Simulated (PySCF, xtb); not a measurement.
Si(I)(SH) (HISSi), SMILES S[Si]I (connectivity only; charge and spin as stated), neutral, multiplicity 1.

GFN2-xTB (xtb) at its own geometry gives an orbital gap of 2.39 eV and a dipole moment of 5.03 D.

Coordinates come from a PBE0-D3(BJ)/def2-TZVP optimisation. The def2 effective core potentials stand for the cores of I; spin–orbit coupling is left out. Other conformers were not sampled.

Task: What does ωB97X/def2-TZVPD (PySCF) give? (The exact figures need the calculation; the answer reports its results.)

Result: gap 8.39 eV (levels -9.15 and -0.76 eV), dipole 1.72 D.
